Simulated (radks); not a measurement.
Spherical quantum dot in the effective-mass picture: electrons in a well V = -V0 / (1 + exp((r - R)/a)) with V0 = 8.28, R = 7.52, a = 0.8, with a point charge +2 (a donor) at the centre, all in effective atomic units (hartree* = m*/eps^2 hartree, bohr* = eps/m* bohr), one dielectric constant everywhere. Calculated with a radial shooting solver with Libxc functionals: non-relativistic Kohn-Sham, PBEsol, spin-polarised, spherical densities. Levels are named by radial order and angular momentum (1s, 1p, 1d, 2s, ...), and open shells are averaged over m. Results are scaled to m* = 0.029 and eps = 4.6, for which hartree* = 37.29 meV and bohr* = 8.394 nm.

N = 22, configuration 1s2 1p6 1d10 2s2 1f(up 2, down 0). This is the lowest configuration that the search found. Occupied and some empty levels:

level    occupation  eigenvalue (meV)  <r> (nm)
1s down           1           -162.74     9.299
1s up             1           -162.74     9.390
2s up             1           -154.00     36.63
2s down           1           -153.56     36.57
1p up             3           -152.55     38.08
1p down           3           -152.10     37.92
1d up             5           -148.50     39.73
1d down           5           -148.01     39.63
1f up             2           -143.09     41.10
1f down           0           -142.57     41.05
1g up             0           -136.47     42.33
1g down           0           -135.94     42.30
2p up             0           -133.80     30.25
2p down           0           -133.60     30.20
2d up             0           -125.35     34.57
2d down           0           -125.08     34.53

Energy (meV): total -5127.57, kinetic 315.22, external -7097.3, Hartree 1879.2, exchange-correlation -224.60.
